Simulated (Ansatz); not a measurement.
BCl2HS (`SB(Cl)Cl`), 5 atoms. Total charge 0; spin multiplicity 1. All runs use 4 threads of an Arm Neoverse V1 on a shared host. Correlated methods freeze the cores. Open-shell runs search over several starts.

Task: Give the basis size and wall time and peak host memory of each of these runs in Ansatz. RHF-CCSD(T)/def2-SVP energy; UKS B3LYP-D4/def2-TZVPP energy of the cation; RKS PBE0-D4/def2-SVP energy; RKS BHLYP-D4/def2-TZVPP energy; RKS ωB97M-V/def2-SVP energy; UKS PBE-D4/def2-TZVPP energy of the cation; RHF-MP2/def2-QZVPP energy; UKS ωB97M-V/def2-TZVPP energy of the cation; UHF-MP2/def2-QZVPP energy of the cation; UKS PBE0-D4/def2-TZVPP energy of the cation; RKS B3LYP-D4/def2-TZVPP energy and forces; UHF-CCSD(T)/def2-TZVPP energy of the cation. (An estimate is asked.)

Result: Computed: Other jobs shared the machine, so times are rough.

```csv
level,job,functions,wall time,peak host memory (GiB)
RKS PBE0-D4/def2-SVP,energy,73,0.65 s,0.35
RHF-CCSD(T)/def2-SVP,energy,73,0.85 s,0.35
RKS BHLYP-D4/def2-TZVPP,energy,171,1.7 s,0.39
RKS ωB97M-V/def2-SVP,energy,73,2.4 s,0.35
RKS B3LYP-D4/def2-TZVPP,energy and forces,171,2.4 s,0.41
RHF-MP2/def2-QZVPP,energy,297,6 s,0.97
UKS PBE-D4/def2-TZVPP,energy of the cation,171,7.5 s,0.41
UKS PBE0-D4/def2-TZVPP,energy of the cation,171,8 s,0.53
UKS B3LYP-D4/def2-TZVPP,energy of the cation,171,11 s,0.6
UKS ωB97M-V/def2-TZVPP,energy of the cation,171,15 s,0.72
UHF-MP2/def2-QZVPP,energy of the cation,297,18 s,1.1
UHF-CCSD(T)/def2-TZVPP,energy of the cation,171,78 s,3.2
```

B3LYP here is the variant with VWN-RPA as its local correlation; programs differ in this.
